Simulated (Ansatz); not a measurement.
Start from `B[CH2][GeH2][CH3]` and change one atom or group to get `[CH3][GeH2][CH3]`.

Ansatz, PBE0-D4/def2-TZVP geometries, multiplicity 1. Each molecule was computed in one conformer, which needn't be the lowest.

Scalar relativity is left out up to krypton.

```json
{"property": "HOMO energy (PBE0/def2-TZVPP) / eV", "`B[CH2][GeH2][CH3]`": "-8.38"}
{"property": "HOMO–LUMO gap (ωB97M-V/def2-TZVPP) / eV", "`B[CH2][GeH2][CH3]`": "11.65"}
{"property": "HOMO–LUMO gap (B3LYP/def2-TZVPP) / eV", "`B[CH2][GeH2][CH3]`": "7.16"}
{"property": "LUMO energy (PBE0/def2-TZVPP) / eV", "`B[CH2][GeH2][CH3]`": "-0.77"}
{"property": "HOMO energy (B3LYP/def2-TZVPP) / eV", "`B[CH2][GeH2][CH3]`": "-8.14"}
{"property": "HOMO–LUMO gap (PBE0/def2-TZVPP) / eV", "`B[CH2][GeH2][CH3]`": "7.61"}
```

Question: What does the change do to each property? (An estimate is asked.)

Answer: Computed: 
```
                               property  `[CH3][GeH2][CH3]`  shift
     HOMO energy (PBE0/def2-TZVPP) / eV               -8.53  -0.15
HOMO–LUMO gap (ωB97M-V/def2-TZVPP) / eV               13.29   1.64
  HOMO–LUMO gap (B3LYP/def2-TZVPP) / eV                9.09   1.93
     LUMO energy (PBE0/def2-TZVPP) / eV                1.12   1.89
    HOMO energy (B3LYP/def2-TZVPP) / eV               -8.29  -0.15
   HOMO–LUMO gap (PBE0/def2-TZVPP) / eV                9.64   2.03
```

With PBE0 the HOMO falls by 0.15 eV and the LUMO rises by 1.89 eV, so the gap widens by about 2.04 eV. PBE moves the HOMO by -0.08 eV and ωB97M-V by -0.18 eV.

B3LYP here is the variant with VWN-RPA as its local correlation; programs differ in this.
